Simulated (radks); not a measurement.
As13+, configuration [Ar] 3d2.

Calculated with a radial shooting solver on a logarithmic mesh with Libxc functionals: scalar-relativistic Kohn-Sham, BLYP, spin-polarised, spherical densities, finite nucleus; open shells are filled with parallel spins first; Fermi nuclear charge, rms radius 4.0968 fm.

Energy parts (hartree):
| part | energy |
|---|---|
| total | -2184.27380 |
| kinetic | 2228.52467 |
| electron-nucleus | -4962.20602 |
| Hartree | 620.39959 |
| exchange-correlation | -70.99203 |

Orbitals (lengths in bohr, moments of r in powers of bohr):
| orbital | occ. | eigenvalue (hartree) | <1/r> |
|---|---|---|---|
| 1s up | 1 | -445.6912 | 33.46 |
| 1s down | 1 | -445.6908 | 33.46 |
| 2s up | 1 | -69.78103 | 7.385 |
| 2s down | 1 | -69.66740 | 7.395 |
| 2p up | 3 | -63.07061 | 7.232 |
| 2p down | 3 | -62.98535 | 7.240 |
| 3s up | 1 | -20.00810 | 2.649 |
| 3s down | 1 | -19.83897 | 2.638 |
| 3p up | 3 | -17.88165 | 2.543 |
| 3p down | 3 | -17.71082 | 2.532 |
| 3d up | 2 | -14.57415 | 2.370 |
| 3d down | 0 | -14.38307 | 2.361 |
| 4s up | 0 | -8.94039 | 1.221 |
| 4s down | 0 | -8.88724 | 1.212 |
| 4p up | 0 | -8.18763 | 1.167 |
| 4p down | 0 | -8.13777 | 1.158 |

The highest occupied level is 3d up at -396.58 eV. Summed over all electrons, <r^2> = 3.663 bohr^2, which gives a Langevin (diamagnetic) susceptibility term of -2.9 x 10^-6 cm^3/mol.
